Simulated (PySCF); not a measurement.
Computed shifts of a molecule C3H6OSi, PBE/pcSseg-1 (PySCF), GIAO, gas phase, atoms alike by connectivity averaged where their shifts nearly agree, in ppm (number of nuclei): ¹³C: 243.1 (1), 66.9 (1), 2.3 (1). ²⁹Si: -15.0 (1). ¹H: 5.82 (2), 3.68 (2), 1.65 (2). References: ¹⁷O against H2O (σ = 334.3 ppm); ¹³C against TMS (σ = 182.0 ppm); ²⁹Si against TMS (σ = 335.4 ppm); ¹H against TMS (σ = 31.49 ppm), references at their B3LYP-D3(BJ)/def2-TZVP geometries, non-relativistic. Geometry optimised at ωB97X-D3(BJ)/def2-SVP. The values are those of a single conformer.

### Question
Pick the molecule that these values belong to.
(A) [SiH3]C1=CCO1
(B) C#CC[SiH2]O
(C) O=C1CC[SiH2]1
(D) CC1=CO[SiH2]1

### Answer
C, O=C1CC[SiH2]1
